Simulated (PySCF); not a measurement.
Working out the ionisation energy of Ne⁺

Ne⁺ [He] 2s2 2p5 (2P) → Ne²⁺ [He] 2s2 2p4 (3P). Calculation: PySCF 2.14, in dyall-acv3z; scalar relativity by spin-free X2C-1e. Frozen: nothing; the 5 highest virtual orbitals dropped. Energies in hartree (1 hartree = 27.21139 eV):

```json
{"part": "UHF", "Ne⁺ (lower)": "-127.962646", "Ne²⁺ (upper)": "-126.520083"}
{"part": "CCSD correlation", "Ne⁺ (lower)": "-0.278853", "Ne²⁺ (upper)": "-0.224776"}
{"part": "(T)", "Ne⁺ (lower)": "-0.003183", "Ne²⁺ (upper)": "-0.001872"}
```

Problem. What does Hartree-Fock give?

Solution. (-126.520083) − (-127.962646) = 1.442563 hartree = 39.254 eV.

Problem. What do CCSD and CCSD(T) give?

Solution. The CCSD correlation energies differ by 0.054077 hartree = 1.472 eV and the triples by 0.001311 hartree = 0.036 eV, so CCSD gives 40.726 eV and CCSD(T) 40.762 eV.

A first-order spin-orbit estimate adds -0.005 eV to CCSD(T) (valence and next inner shell), giving 40.757 eV against 40.963 eV (measured; NIST Atomic Spectra Database, ionization energies).

What remains against the reference includes basis incompleteness and higher excitations.
